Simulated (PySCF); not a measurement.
Circular dichroism: SMILES C#C[C@@H]1C(=C)[C@H]1F, C$_{6}$H$_{5}$F

Molfile (atoms numbered from 1):
```
C6H5F
     RDKit          3D

 12 12  0  0  0  0  0  0  0  0999 V2000
    2.5430    0.2523   -1.0270 C   0  0  0  0  0  0  0  0  0  0  0  0
    1.6196   -0.0272   -0.3174 C   0  0  0  0  0  0  0  0  0  0  0  0
    0.5066   -0.3343    0.5251 C   0  0  2  0  0  0  0  0  0  0  0  0
   -0.8806   -0.1979    0.0272 C   0  0  0  0  0  0  0  0  0  0  0  0
   -1.8474   -0.6716   -0.7139 C   0  0  0  0  0  0  0  0  0  0  0  0
   -0.4040    0.7967    0.9877 C   0  0  1  0  0  0  0  0  0  0  0  0
   -0.8645    0.7628    2.2743 F   0  0  0  0  0  0  0  0  0  0  0  0
    3.3604    0.4802   -1.6427 H   0  0  0  0  0  0  0  0  0  0  0  0
    0.6921   -1.1294    1.2410 H   0  0  0  0  0  0  0  0  0  0  0  0
   -2.8194   -0.2056   -0.7393 H   0  0  0  0  0  0  0  0  0  0  0  0
   -1.7077   -1.5457   -1.3296 H   0  0  0  0  0  0  0  0  0  0  0  0
   -0.1971    1.8188    0.6887 H   0  0  0  0  0  0  0  0  0  0  0  0
  1  2  3  0
  2  3  1  0
  3  4  1  0
  4  5  2  0
  4  6  1  0
  6  7  1  0
  6  3  1  0
  1  8  1  0
  3  9  1  1
  5 10  1  0
  5 11  1  0
  6 12  1  6
M  END
```

Method used: PySCF, TDDFT wB97X-D/aug-cc-pVDZ circular dichroism and optical rotation, one conformer, gas phase. Geometry: GFN2-xTB.

(1) Assign R or S to each stereocentre.

(2) Which excitations and rotatory strengths does the calculation give?

Answers

(1) C3 R, C6 S.

(2) Rotatory strengths R in 10⁻⁴⁰ esu² cm², velocity form and length form (origin at the centre of mass); f in length form.
| state | E (eV) | λ (nm) | f | R (velocity) | R (length) | main |
| --- | --- | --- | --- | --- | --- | --- |
| 1 | 5.87 | 211 | 0.0007 | -7.2 | -8.1 | HOMO→LUMO 0.68 |
| 2 | 6.03 | 206 | 0.006 | +16.3 | +15.6 | HOMO−1→LUMO 0.61, HOMO−3→LUMO 0.15 |
| 3 | 6.55 | 189 | 0.003 | -10.7 | -10.9 | HOMO−1→LUMO+6 0.20, HOMO→LUMO+7 0.20 |
| 4 | 6.74 | 184 | 0.028 | +27.6 | +27.9 | HOMO→LUMO+6 0.23, HOMO→LUMO+8 0.12 |
| 5 | 6.81 | 182 | 0.010 | -5.6 | -5.8 | HOMO−1→LUMO+6 0.48 |
| 6 | 7.02 | 177 | 0.016 | -23.4 | -23.0 | HOMO→LUMO+1 0.64 |
| 7 | 7.12 | 174 | 0.440 | +54.3 | +54.9 | HOMO−2→LUMO 0.82 |
| 8 | 7.30 | 170 | 0.052 | -36.1 | -36.5 | HOMO−1→LUMO+1 0.66 |
| 9 | 7.54 | 164 | 0.012 | -10.1 | -10.4 | HOMO−3→LUMO 0.52, HOMO−1→LUMO 0.20 |
| 10 | 7.59 | 163 | 0.054 | +0.1 | +0.1 | HOMO−2→LUMO+1 0.56, HOMO−2→LUMO+2 0.24 |
| 11 | 7.73 | 160 | 0.005 | -4.8 | -5.0 | HOMO→LUMO+3 0.37, HOMO→LUMO+2 0.36 |
| 12 | 7.82 | 159 | 0.007 | +3.5 | +3.5 | HOMO→LUMO+4 0.41, HOMO→LUMO+5 0.21 |

Among the states computed, the strongest CD band (largest |R|) is state 7. The largest dissymmetry factor in size, g = 4R/(D+G), with D and G the electric and magnetic dipole strengths, is -0.11 for state 1 (velocity form, f = 0.0006), among bands with |R| over 0.5. The mirror image has the same energies and oscillator strengths and all R with the opposite sign.
